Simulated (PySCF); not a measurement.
Si(CF3)(F)3 (CF6Si), SMILES FC(F)(F)[Si](F)(F)F.

Geometry optimised at B3LYP-D3(BJ)/def2-SVP.

Level of theory: PBE0/def2-TZVP in PySCF.

The molecule is in vacuum.

| Quantity | Value |
|---|---|
| total energy | -926.43347 hartree |
| point group | C3v |
| highest occupied level | -10.72 eV |
| lowest empty level | 0.40 eV |
| orbital gap | 11.13 eV |
| dipole moment | 0.24 D |
| quadrupole, principal values (traceless, Buckingham form, about the centre of nuclear charge) | -0.01, -0.01, 0.02 D·Å |
| mean static polarisability | 34.5 bohr³ (5.12 Å³) |
| polarisability, principal values | 33.9, 33.9, 35.9 bohr³ |
